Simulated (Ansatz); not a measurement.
The same path of AlH₅O₂Si (9 atoms, charge 0, multiplicity 1) was run 3 times with different band settings. The coordinate that changes most is the dihedral H7–Si3–O4–H9.

Method: RKS r2SCAN-D4/6-31G* in Ansatz 0.2.0.

Relaxed end points:

```xyz
9
Properties=species:S:1:pos:R:3
O -1.056 2.185 -0.439
Al -0.264 1.228 0.747
Si 0.364 -1.116 0.279
O 0.299 -1.545 -1.348
H -1.305 1.804 -1.290
H 0.000 1.981 2.125
H 1.704 -1.442 0.876
H -0.603 -2.043 0.938
H 0.950 -1.099 -1.906
```

```xyz
9
Properties=species:S:1:pos:R:3
O -0.711 2.177 -0.421
Al -0.273 1.239 0.950
Si 0.358 -1.027 0.269
O 0.114 -0.854 -1.394
H -0.654 1.700 -1.262
H -0.339 1.942 2.373
H 1.771 -1.439 0.570
H -0.476 -2.144 0.828
H 0.299 -1.640 -1.929
```

Common settings: spring 5.0 eV/Å²; optimiser quadratic models (default); start path IDPP; end points relaxed.

| run | movable images | climbing image | force threshold | iteration limit |
| --- | --- | --- | --- | --- |
| 1 | 7 | yes | 0.05 eV/Å | 28 |
| 2 | 6 | no | 0.05 eV/Å | 40 |
| 3 | 7 | yes | 0.2 eV/Å | 57 |

What does each run give, and how far can it be trusted?

Run 1: converged after 11 iterations, highest image 0.008 eV above the first end. The top lies less than 8 meV above the higher end, about what the thresholds resolve: that end is a shoulder or a very shallow well. A vibrational analysis at the climbing image gives one clearly imaginary mode, 214i cm⁻¹: a first-order saddle point.
Run 2: converged after 11 iterations, highest image 0.008 eV above the first end. The top lies less than 8 meV above the higher end, about what the thresholds resolve: that end is a shoulder or a very shallow well. No image climbed, so the highest image needn't sit at the top of the path.
Run 3: converged after 9 iterations, highest image 0.008 eV above the first end. The threshold of 0.2 eV/Å is loose, so the images may lie well off the minimum-energy path. Another band between the same ends (7 images) ends at a top of the same energy, where a vibrational analysis finds 1 clearly imaginary mode.
